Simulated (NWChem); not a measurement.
System: Ge2H6O; SMILES [GeH3][O][GeH3]

Excerpt of the output:

```
             Northwest Computational Chemistry Package (NWChem) 7.3.0
             --------------------------------------------------------

                             Geometry "geometry" -> ""
                             -------------------------

 Output coordinates in angstroms (scale by  1.889725989 to convert to a.u.)

  No.       Tag          Charge          X              Y              Z
 ---- ---------------- ---------- -------------- -------------- --------------
    1 Ge                  32.0000     0.00945600     1.58775600    -0.05227600
    2 O                    8.0000    -0.83316900    -0.00014400    -0.00561200
    3 Ge                  32.0000     0.00930900    -1.58778000     0.05148200
    4 H                    1.0000    -1.11285500     2.64659500    -0.09912500
    5 H                    1.0000     0.88297300     1.75886800     1.21967300
    6 H                    1.0000     0.90673700     1.67176100    -1.31641700
    7 H                    1.0000     0.90621800    -1.75441000    -1.20469300
    8 H                    1.0000    -1.11310700    -2.64729400     0.07437400
    9 H                    1.0000     0.88317000    -1.67540600     1.33166800

 Effective nuclear repulsion energy (a.u.)     424.7542165728

  pbe96 is a nonlocal functional; adding pw91lda local functional.
                              NWChem Property Module
                              ----------------------

  itol2e modified to match energy
  convergence criterion.

                                 NWChem DFT Module
                                 -----------------

 Summary of "ao basis" -> "ao basis" (spherical)
 ------------------------------------------------------------------------------
       Tag                 Description            Shells   Functions and Types
 ---------------- ------------------------------  ------  ---------------------
 Ge                        def2-tzvp                16       48   6s5p4d1f
 O                         def2-tzvp                11       31   5s3p2d1f
 H                         def2-tzvp                 4        6   3s1p

  itol2e modified to match energy
  convergence criterion.

[...]

          -----------------------
          Electric field gradient
          -----------------------

 1 a.u. = 0.324123 10**(16) esu/cm**3  ( or statvolts/cm**2 ) = 0.97174 10**(22) v/m**2

 ------------------------------------------------------------
   Atom      X         Y         Z
 ------------------------------------------------------------
    1 Ge   0.01787   3.00042  -0.09879
 ------------------------------------------------------------

 Electric field gradient in molecular frame (a.u.)
         XX             YY             ZZ             XY             XZ             YZ
 ------------------------------------------------------------------------------------------
        0.290645      -0.916375       0.625730      -0.822975       0.025510       0.045717

 Principal components (a.u.) and orientation
 of principal axis w.r.t. absolute frame                      Asymmetry parameter eta
 --------------------------------------------------------------------------------------
       -1.334805       0.707734       0.627071                       0.060430

        0.451881       0.892010      -0.011061
        0.891679      -0.451274       0.035497
       -0.026672       0.025904       0.999309

 ------------------------------------------------------------
   Atom      X         Y         Z
 ------------------------------------------------------------
    2 O   -1.57446  -0.00027  -0.01061
 ------------------------------------------------------------

 Electric field gradient in molecular frame (a.u.)
         XX             YY             ZZ             XY             XZ             YZ
 ------------------------------------------------------------------------------------------
        0.129359      -1.169558       1.040199      -0.000248      -0.005816       0.072270

 Principal components (a.u.) and orientation
 of principal axis w.r.t. absolute frame                      Asymmetry parameter eta
 --------------------------------------------------------------------------------------
       -1.171919       1.042597       0.129322                       0.779298

        0.000045      -0.006374       0.999980
        0.999467       0.032652       0.000163
       -0.032652       0.999446       0.006372

 ------------------------------------------------------------
   Atom      X         Y         Z
 ------------------------------------------------------------
    3 Ge   0.01759  -3.00047   0.09729
 ------------------------------------------------------------

 Electric field gradient in molecular frame (a.u.)
         XX             YY             ZZ             XY             XZ             YZ
 ------------------------------------------------------------------------------------------
        0.290808      -0.915923       0.625115       0.822762      -0.028390       0.055132

 Principal components (a.u.) and orientation
 of principal axis w.r.t. absolute frame                      Asymmetry parameter eta
 --------------------------------------------------------------------------------------
       -1.334807       0.707732       0.627075                       0.060426

       -0.451793       0.892069      -0.009827
        0.891562       0.451872       0.030472
       -0.031624      -0.005006       0.999487

 ------------------------------------------------------------
   Atom      X         Y         Z
 ------------------------------------------------------------
    4 H   -2.10299   5.00134  -0.18732
 ------------------------------------------------------------

[...]
```

Level: PBE/def2-TZVP. The geometry was optimised at B3LYP/6-31G* (spherical d). NWChem prints the field gradient with the sign opposite to the second derivative of the potential.

**Question.** Which NWChem input produces such a log?

**Answer.** This is not unique; one that fits is the input that was run:
```
start job
memory heap 200 mb stack 900 mb global 1100 mb
geometry units angstroms noautosym nocenter noautoz
  Ge     0.009456     1.587756    -0.052276
  O     -0.833169    -0.000144    -0.005612
  Ge     0.009309    -1.587780     0.051482
  H     -1.112855     2.646595    -0.099125
  H      0.882973     1.758868     1.219673
  H      0.906737     1.671761    -1.316417
  H      0.906218    -1.754410    -1.204693
  H     -1.113107    -2.647294     0.074374
  H      0.883170    -1.675406     1.331668
end
basis spherical
  Ge library def2-tzvp
  O library def2-tzvp
  H library def2-tzvp
end
dft
  xc xpbe96 cpbe96
  iterations 150
end
property
  efieldgrad
end
task dft property
```
